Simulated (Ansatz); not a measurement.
Compare A (`C/C(F)=[CH]/[GeH3]`) with its isomer B (`F[C@H]1C[C@@H]1[GeH3]`).

Calculated with Ansatz (gas phase, PBE0-D4/def2-TZVP geometries, no zero-point term in ΔE). CCSD(T)/CBS is the MP2 limit (def2-TZVPP, def2-QZVPP) plus CCSD(T) − MP2 in def2-TZVPP, frozen cores. Functionals use def2-TZVPP. B3LYP here is the variant with VWN-RPA as its local correlation; programs differ in this. For Ge outer-core shells are correlated without core-valence functions, which leaves a few kJ/mol of doubt a bond. Scalar relativity is left out up to krypton.

(1) Which isomer does CCSD(T)/CBS put lower? Give the gap. (An estimate is asked.)

(2) Give E(B) − E(A) in kcal/mol with B2PLYP, ωB97M-V, B3LYP, CCSD(T)/def2-TZVPP, HF/def2-TZVPP, PBE0-D4, CCSD/def2-TZVPP. (An estimate is asked.)

Largest T1 diagnostic: 0.012.

## Answers

(1) Ansatz gave: A, by 14.5 kcal/mol.

(2) The calculation gave: B2PLYP 16.0, ωB97M-V 13.8, B3LYP 16.9, CCSD(T)/def2-TZVPP 14.8, HF/def2-TZVPP 17.0, PBE0-D4 12.0, CCSD/def2-TZVPP 14.3. None reverses the order clearly.

From PBE to PBE0 (25 % exact exchange), in def2-TZVPP and without D4, E(B) − E(A) moves by −1.7 kcal/mol. In def2-TZVPP, CCSD(T) changes the Hartree–Fock value by −2.3 kcal/mol (the triples alone add +0.4 kcal/mol) and MP2 by −4.2 kcal/mol.
